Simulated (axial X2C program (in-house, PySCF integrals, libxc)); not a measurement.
# Worked dissociation energy of ZrSi⁺: MP2, without spin–orbit coupling

Computed with an in-house all-electron X2C program for linear molecules (integrals from PySCF). Spin-free means the one-electron spin-free X2C Hamiltonian. Basis: Zr dyall-cv3z [11s12p9d6f3g], Si dyall-v3z [8s7p2d1f] (cores contracted in-house); Gaussian nuclei, density fitting, unrestricted open shells. Masses: Zr 89.905 u, Si 27.977 u.

Molecular state: M_S = 5/2, Λ = 2 (beyond evenly filled blocks: 2 × σα, π+α, π-α, δ+α).

Correlated methods: 15 electrons correlated (number of frozen shells: Zr 3 s, 2 p, 1 d; Si 2 s, 1 p), 281 virtual spin orbitals or spinors in MP2.

| Item | Value |
| --- | --- |
| E(Zr+) (2M_S = 3, M_L = 3) | -3596.303333 hartree |
| E(Si) (2M_S = 2, M_L = 0) | -289.520026 hartree |
| E(ZrSi⁺) at Re | -3885.909941 hartree |
| ωe | 383.0 cm⁻¹ |
| ωexe | 1.23 cm⁻¹ |

**Question.** Work out De and D0.

**Answer.** De = -3596.303333 + (-289.520026) − (-3885.909941) = 0.08658 hartree = 2.356 eV. The zero-point energy is ωe/2 − ωexe/4 = 191 cm⁻¹ = 0.024 eV, so D0 = 2.332 eV.

The state is a single determinant with fixed occupations, the lowest that a limited PBE0 search found. De is counted from the lowest determinant-based energies of the atoms at the same level, without counterpoise correction. Other states lie close and PBE0, whose exact exchange favours high spin, may order them wrongly; the determinant shown need not be the ground state. The nearest other spin-free determinant of the search, M_S = 3/2, Λ = 2, lies 0.08 eV up at the distance of the search. Some points did not converge and are left out.

Each atomic determinant is the lowest at this level and need not be a pure term. Totals compare only within one Hamiltonian and basis.
